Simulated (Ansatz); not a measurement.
Program: Ansatz. Geometries: PBE0-D4/def2-TZVP. ΔE: electronic, gas phase. CCSD(T)/CBS adds triple-zeta CCSD(T) − MP2 to the extrapolated MP2 energy (def2 sets, frozen cores). Functionals use def2-TZVPP. B3LYP here is the variant with VWN-RPA as its local correlation; programs differ in this. For Ge outer-core shells are correlated without core-valence functions, which leaves a few kJ/mol of doubt a bond. Scalar relativity is left out up to krypton. One conformer a species, not always the lowest.

`BOC(O)O` + `C[NH][GeH3]` → `B[N](C)[GeH3]` + `OC(O)O`  (ligand exchange at a B–O bond)

```json
{"level": "PBE-D4", "ΔE (kJ/mol)": "-21.4", "difference from CCSD(T)/CBS": "-0.8"}
{"level": "r2SCAN-D4", "ΔE (kJ/mol)": "-18.2", "difference from CCSD(T)/CBS": "2.4"}
{"level": "PBE0-D4", "ΔE (kJ/mol)": "-20.8", "difference from CCSD(T)/CBS": "-0.2"}
{"level": "B3LYP-D4", "ΔE (kJ/mol)": "-16.8", "difference from CCSD(T)/CBS": "3.8"}
{"level": "PBE", "ΔE (kJ/mol)": "-19.3", "difference from CCSD(T)/CBS": "1.3"}
{"level": "r2SCAN", "ΔE (kJ/mol)": "-17.8", "difference from CCSD(T)/CBS": "2.8"}
{"level": "B3LYP", "ΔE (kJ/mol)": "-13.4", "difference from CCSD(T)/CBS": "7.2"}
{"level": "HF/def2-TZVPP", "ΔE (kJ/mol)": "-4.8", "difference from CCSD(T)/CBS": "15.8"}
{"level": "MP2/def2-TZVPP", "ΔE (kJ/mol)": "-23.7", "difference from CCSD(T)/CBS": "-3.1"}
{"level": "SCS-MP2/def2-TZVPP", "ΔE (kJ/mol)": "-20.0", "difference from CCSD(T)/CBS": "0.6"}
{"level": "CCSD/def2-TZVPP", "ΔE (kJ/mol)": "-19.6", "difference from CCSD(T)/CBS": "1.0"}
{"level": "CCSD(T)/def2-TZVPP", "ΔE (kJ/mol)": "-21.5", "difference from CCSD(T)/CBS": "-0.9"}
{"level": "SCS-MP2/def2-QZVPP", "ΔE (kJ/mol)": "-19.1", "difference from CCSD(T)/CBS": "1.5"}
{"level": "HF/CBS(def2)", "ΔE (kJ/mol)": "-3.8", "difference from CCSD(T)/CBS": "16.8"}
{"level": "MP2/CBS(def2)", "ΔE (kJ/mol)": "-22.7", "difference from CCSD(T)/CBS": "-2.1"}
{"level": "CCSD/CBS(def2)", "ΔE (kJ/mol)": "-18.7", "difference from CCSD(T)/CBS": "1.9"}
{"level": "CCSD(T)/CBS", "ΔE (kJ/mol)": "-20.6", "difference from CCSD(T)/CBS": "0"}
```

Largest T1 diagnostic among the species: 0.013.

In def2-TZVPP, CCSD(T) changes the Hartree–Fock value by −16.7 kJ/mol (the triples alone add −1.9 kJ/mol) and MP2 by −18.9 kJ/mol. The D4 term adds −3.4 kJ/mol with B3LYP and −1.7 kJ/mol with PBE0; it sums over pairs of atoms, weighted by their polarisabilities, and B3LYP, whose exchange is more repulsive, gets the larger term.
